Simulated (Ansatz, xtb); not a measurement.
## Isomers of C5H10Se in order of energy

8 gas-phase structures of C5H10Se, from a drawn sample of its isomers (lower ones may exist). Each was relaxed with GFN2-xTB; where two conformers were screened, the lower at r2SCAN-D4/def2-SVP is listed:

A. `CCCCC=[Se]`, a singlet
B. `CCC(=[Se])CC`, a singlet
C. `C[Se]C1CCC1`, a singlet
D. `C=C(C)[C@H](C)[SeH]`, a singlet
E. `CC(C)(C)C=[Se]`, a singlet
F. `C=C(C)CC[SeH]`, a singlet
G. `C[Se][C@@H]1C[C@@H]1C`, a singlet
H. `[SeH]CC1CCC1`, a singlet

Q: Make a reasoned guess at their ranking by r2SCAN-D4/def2-SVP single-point energy.

A: Calculated order at r2SCAN-D4/def2-SVP: B (0.0), D (3.4), F (5.2), E (5.2), A (6.1), H (9.0), G (10.5), C (11.3) kcal/mol. Less than 1 kcal/mol parts F and E; E and A; G and C, so the order within those pairs means little.

Energies above the lowest of each column, in kcal/mol; the last columns are at B3LYP-D3(BJ)/def2-SVP geometries and were run for some of them only (a dash: not run or not comparable):

| structure | GFN2-xTB | HF/STO-3G | r2SCAN-D4/def2-SVP | B3LYP-D3(BJ)/def2-SVP | CCSD(T)/def2-SVP + ΔMP2/def2-TZVPP |
| --- | --- | --- | --- | --- | --- |
| B | 0.0 | 17.1 | 0.0 | 0.0 | 0.0 |
| D | 9.1 | 24.6 | 3.4 | 1.8 | 1.0 |
| F | 10.0 | 24.5 | 5.2 | 3.1 | 2.3 |
| E | 2.5 | 21.5 | 5.2 | 3.6 | 0.8 |
| A | 4.8 | 20.0 | 6.1 | 5.5 | – |
| H | 0.7 | 2.8 | 9.0 | – | – |
| G | 9.9 | 14.2 | 10.5 | – | – |
| C | 4.7 | 0.0 | 11.3 | – | – |

CCSD(T)/def2-SVP + ΔMP2/def2-TZVPP puts B lowest of those it was run on, with E within 1 kcal/mol; HF/STO-3G picks C. CCSD(T)/def2-SVP + ΔMP2/def2-TZVPP orders those it was run on as B (0.0), E (0.8), D (1.0), F (2.3) kcal/mol. Less than 1 kcal/mol parts B and E; E and D, so the order within those pairs means little. Some further structures that were screened fall inside this span and aren't listed. Flexible structures stand in one conformer each, not always the lowest. Frequencies (GFN2-xTB) were run for B, D, E, F alone. ΔMP2 is the change of the MP2 energy from the smaller to the larger basis.

Over these structures GFN2-xTB departs from r2SCAN-D4/def2-SVP by 3.6 kcal/mol on average once a common shift is removed. A GFN2-xTB relaxation took about 0.13 s and the r2SCAN-D4/def2-SVP energy about 2.2 s on a shared host (Ansatz 0.2.0, xtb 6.7.1).
